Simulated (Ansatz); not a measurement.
Ideal-gas functions of CH3Br, SMILES `CBr` at 600 K and 1 bar, from an Ansatz frequency run at PBE0-D4/def2-TZVP.

Molar mass 94.94 g/mol, point group C3v (symmetry number 3), electronic degeneracy 1, moments of inertia 3.227, 52.498, 52.498 u Å². Harmonic wavenumbers (cm⁻¹, unscaled): 633, 968, 969, 1331, 1469, 1469, 3097, 3207, 3207.

Use S(trans) = R[1.5 ln M + 2.5 ln T − 1.1517]; rotational temperatures θ = 24.2544 K / I; S(rot) = R[ln(√π/σ · √(T³/θAθBθC)) + 1.5]; for each mode x = 1.438777 ν̃/T, S = R[x/(eˣ − 1) − ln(1 − e⁻ˣ)] and H = RT x/(eˣ − 1); 1 cm⁻¹ = 0.0119627 kJ/mol; R = 8.31446 J/(mol·K).

Q: By hand: the entropy, in J/(mol·K).

A: Translation 180.2. Rotation: θ = 7.5161, 0.462, 0.462 K, giving 85.9. Vibration, mode by mode: 5.60, 2.96, 2.95, 1.49, 1.14, 1.14, 0.04, 0.03, 0.03, in all 15.4. Electronic 0.0. Sum 281.5 J/(mol·K).

Q: By hand: H − E and G − E in kJ/mol, counted from the electronic energy.

A: Zero-point energy ½ × 16350 × 0.0119627 = 97.8; thermal vibration 6.5; translation, rotation and pV give 4 RT = 20.0. H − E = 124.3 kJ/mol, and G − E = 124.3 − 600 × 281.5/1000 = -44.6 kJ/mol.

Vibration gives 5 % of the entropy.
